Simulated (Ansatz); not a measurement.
The same path of C₂H₉AsOSi (14 atoms, charge 0, multiplicity 1) was run twice with different band settings. The coordinate that changes most is the dihedral As2–Si3–O5–H14.

Level of theory: Ansatz, RKS B3LYP-D4/def2-SVP.

Relaxed end points:

```xyz
14
Properties=species:S:1:pos:R:3
C -1.144 -1.517 1.137
As 0.013 -0.070 1.893
Si 0.930 0.576 -0.198
C -0.275 1.704 -1.108
O 1.205 -0.834 -1.072
H -2.042 -1.052 0.703
H -0.619 -2.092 0.364
H -1.457 -2.180 1.956
H 1.214 -0.974 2.186
H 2.212 1.318 0.027
H -1.248 1.207 -1.255
H 0.112 1.994 -2.100
H -0.446 2.628 -0.531
H 1.534 -0.735 -1.974
```

```xyz
14
Properties=species:S:1:pos:R:3
C -1.141 -1.454 1.078
As 0.097 -0.077 1.840
Si 0.919 0.644 -0.282
C -0.361 1.714 -1.134
O 1.193 -0.650 -1.320
H -2.067 -0.947 0.770
H -0.706 -1.967 0.210
H -1.388 -2.185 1.861
H 1.289 -1.026 2.023
H 2.183 1.412 -0.047
H -1.305 1.162 -1.269
H -0.004 2.026 -2.128
H -0.570 2.618 -0.540
H 1.847 -1.299 -1.032
```

Common settings: movable images 5; climbing image yes; optimiser quadratic models (default); start path IDPP; force threshold 0.03 eV/Å; iteration limit 60; end points relaxed.

| run | spring |
| --- | --- |
| 1 | 5.0 eV/Å² |
| 2 | 50.0 eV/Å² |

Q: What does each run give, and how far can it be trusted?

A: Run 1: converged after 10 iterations, highest image 0.006 eV above the first end. The top lies less than 8 meV above the higher end, about what the thresholds resolve: that end is a shoulder or a very shallow well. A vibrational analysis at the climbing image gives one clearly imaginary mode, 179i cm⁻¹: a first-order saddle point.
Run 2: converged after 8 iterations, highest image 0.006 eV above the first end. The top lies less than 8 meV above the higher end, about what the thresholds resolve: that end is a shoulder or a very shallow well. Another band between the same ends (5 images) ends at a top of the same energy, where a vibrational analysis finds 1 clearly imaginary mode.
